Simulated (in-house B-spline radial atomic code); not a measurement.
Radial electron density of the technetium ion Tc⁶⁺, [Ar] 3d10 4s2 (4p1/2)2 (4p3/2)3 4d2. Computed with a radial B-spline atomic code at the basis-set limit: Dirac-Hartree-Fock, average of the jj configuration, Fermi nucleus of rms radius 4.41117 fm.

Columns: r (bohr), 4πr²n(r) (electrons per bohr), bar.

```
 0.00151    1.899 #
 0.00183    2.662 ##
 0.00223    3.743 ##
 0.00271    5.201 ###
  0.0033    7.187 #####
 0.00401     9.79 ######
 0.00488    13.19 #########
 0.00594    17.49 ###########
 0.00722    22.71 ###############
 0.00879    28.85 ###################
  0.0107    35.61 #######################
   0.013    42.41 ############################
  0.0158    48.53 ################################
  0.0192    53.01 ###################################
  0.0234    54.97 ####################################
  0.0285    53.99 ###################################
  0.0346    50.87 #################################
  0.0421     47.5 ###############################
  0.0512    46.67 ##############################
  0.0623     50.4 #################################
  0.0758    58.06 ######################################
  0.0922    65.58 ###########################################
   0.112    67.39 ############################################
   0.136    60.98 ########################################
   0.166    49.79 #################################
   0.202    42.81 ############################
   0.246    44.87 #############################
   0.299    51.02 #################################
   0.363    50.96 #################################
   0.442    40.12 ##########################
   0.538    24.81 ################
   0.654    14.51 #########
   0.796    11.53 ########
   0.968    11.23 #######
    1.18     9.15 ######
    1.43    5.531 ####
    1.74    2.365 ##
    2.12   0.7063 
    2.58   0.1464 
    3.14  0.01984 
    3.81 0.001648 
    4.64 6.557e-05
```

On this grid the curve has 3 maxima, near 0.0234, 0.112, 0.299 bohr.

The 4p1/2 radial function P(r) = rR(r), positive near the nucleus, with its small component Q(r) (sign convention: Q ≈ (P' + κP/r)/2c):

| r (bohr) | P | Q |
| --- | --- | --- |
| 0.00102 | 0.001257 | 0.004893 |
| 0.00151 | 0.002129 | 0.007001 |
| 0.00223 | 0.00371 | 0.009926 |
| 0.0033 | 0.006679 | 0.01395 |
| 0.00488 | 0.01229 | 0.01931 |
| 0.00722 | 0.02294 | 0.02613 |
| 0.0107 | 0.04288 | 0.0342 |
| 0.0158 | 0.07827 | 0.04241 |
| 0.0234 | 0.1377 | 0.04856 |
| 0.0346 | 0.2244 | 0.04872 |
| 0.0512 | 0.3227 | 0.03843 |
| 0.0758 | 0.371 | 0.01616 |
| 0.112 | 0.257 | -0.01089 |
| 0.166 | -0.09473 | -0.0267 |
| 0.246 | -0.5039 | -0.0182 |
| 0.363 | -0.4921 | 0.004336 |
| 0.538 | 0.1887 | 0.01668 |
| 0.796 | 0.9687 | 0.0103 |
| 1.18 | 1.013 | 0.000127 |
| 1.74 | 0.4683 | -0.00203 |
| 2.58 | 0.08345 | -0.0005719 |
| 3.81 | 0.004163 | -3.499e-05 |
